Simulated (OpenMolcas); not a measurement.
O³⁺: effect of the active space

```yaml
Program: OpenMolcas 26.06
Method: MS-CASPT2 or its RAS form, IPEA 0.25 Eh, imaginary shift 0.1 Eh
Basis: ANO-RCC
Scalar_Hamiltonian: DKH2, point nucleus
Spin-orbit_coupling: RASSI with atomic mean-field integrals over the reference wave functions, term energies averaged over their components
```

A. 3 electrons in 8 orbitals (2s 2p 3s 3p); 2S+1 = 4 odd, 1 root; 2S+1 = 2 odd, 11 roots; 2S+1 = 4 even, 3 roots; 2S+1 = 2 even, 9 roots; closed shells correlated: 1s; CASPT2 step about 9 core-seconds
B. 3 electrons in 9 orbitals (RAS2 2s 2p; RAS3 3d, at most 2 electrons); 2S+1 = 4 odd, 1 root; 2S+1 = 2 odd, 11 roots; 2S+1 = 4 even, 3 roots; 2S+1 = 2 even, 9 roots; closed shells correlated: 1s; CASPT2 step roughly 16 core-seconds

Energies in cm-1 above 2s2 2p 2P* 1/2, the measured ground level; measured values from Moore, Selected Tables of Atomic Spectra, NSRDS-NBS 3, section 10.

```tsv
Level	A	B	Measured
2s2 2p 2P* 1/2	0.0	0.0	0.0
2s2 2p 2P* 3/2	381	356	386
2s 2p2 4P 1/2	70630	71050	71440
2s 2p2 4P 3/2	70760	71180	71570
2s 2p2 4P 5/2	70970	71390	71756
2s 2p2 2D 3/2	126760	127180	126950
2s 2p2 2D 5/2	126770	127180	126936
2s 2p2 2S 1/2	164410	164720	164366
2s 2p2 2P 1/2	181110	180990	180481
2s 2p2 2P 3/2	181370	181240	180724
2p3 4S* 3/2	230990	231360	231538
2p3 2D* 3/2	255920	255520	255185
2p3 2D* 5/2	255920	255520	255156
2p3 2P* 1/2	289450	289940	289015
2p3 2P* 3/2	289480	289950	289024
```

Deviations, from unrounded energies. A percentage is the sum of absolute deviations over the sum of measured energies, with the sign that they share, or ± where signs differ.

| Against measurement | Levels | A | B |
| --- | --- | --- | --- |
| mean absolute deviation (cm-1) | 14 | 500 | 410 |
| fine structure of the ground term (%) | 1 | -1.4 | -7.7 |
| other configurations (%) | 13 | ±0.3 | ±0.2 |

B lies closest to measurement on these levels. The largest miss of B in the table is 2p3 2P* 3/2, by +930 cm-1. The ranking rests on the paired levels alone, and a cruder setting can come out closer through cancelling errors.

Between A and B the level of the table that moves most is 2p3 2P* 1/2, by 490 cm-1 (lowest in A, highest in B). Moves below CASPT2's spread within the term are not significant.

CASPT2 breaks the degeneracy within a term, and the mean is taken; among the terms shown or strongly mixed into the levels shown the widest spread is 220 cm-1 (2p3 2D*, A). Active for correlation alone: 3p 3s; no level in the range computed is led by a configuration that fills them, so any true level of that kind is missing (holds for A). Active for correlation alone: 3d; no level in the range computed is led by a configuration that fills it, so any true level of that kind is missing (holds for B). Computed and measured levels are paired by configuration, term and J; levels that our copy of the source lacks, or whose pairing is in doubt (as where it misses far off the trend of its configuration), stay unpaired and out of the deviations. Only configurations of the active space appear.

* marks odd parity.
